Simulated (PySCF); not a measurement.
# Unknown compound

The spectra below were simulated for a compound C₅H₃ClO₂.

¹H NMR (400 MHz, computed): δ 7.78 (m, 1H), 7.77 (m, 1H), 6.93 (m, 1H).

¹³C{¹H} NMR (computed): δ 164.1 (C), 154.5 (CH), 151.6 (C), 130.2 (CH), 120.9 (CH).

[PySCF 2.14: geometry from GFN2-xTB; GIAO PBE0/pcSseg-1 shieldings; relativity neglected; isolated molecule; single conformer]

References, each an isolated molecule treated in the same way: ¹H (31.72 ppm) and ¹³C (186.93 ppm) against TMS.

Which of these isomers gave the spectra?
A. O=C1C=C(Cl)C(=O)C1
B. O=C(Cl)c1ccoc1
C. O=C(Cl)c1ccco1

Answers

C. 

Rings plus π bonds: 4 (1 ring in the answer). 5 carbon signals for 5 carbons: no two carbons are equivalent. Carbon types of the structure: 2 × C, 3 × CH, which accounts for all hydrogens. δC 164.1: carbonyl carbon. δC 154.5: aromatic CH next to the ring oxygen. δC 151.6: substituted aromatic carbon next to the ring oxygen. δC 130.2, 120.9: aromatic CH. δH 7.78, 6.93: hydrogen on an aromatic CH.

The others: O=C1C=C(Cl)C(=O)C1 would give 2 signals for carbon-bound and other non-exchanging H, not 3; O=C(Cl)c1ccoc1 has carbons computed at 167.0, 159.3, 149.3, 131.3, 119.1.

Carbons that carry Cl, above all several Cl atoms, come out too deshielded, partly because spin–orbit coupling is missing. Shifts are as computed. Against solution values, carbons near 30 ppm lie about +3 ppm off and those near 130 ppm about +5 ppm; carbons on Cl a further +6 ppm. Of 1211 compounds with measured shifts, 218 miss one by over three times the rms of a fit or turn the order of signals round; such compounds aren't used in these exercises. No couplings were computed; multiplicities are counted from neighbouring protons, with m where these are inequivalent, close in shift, in a saturated or five-membered ring or joined by F or P, and br s for small geminal =CH2 splittings.
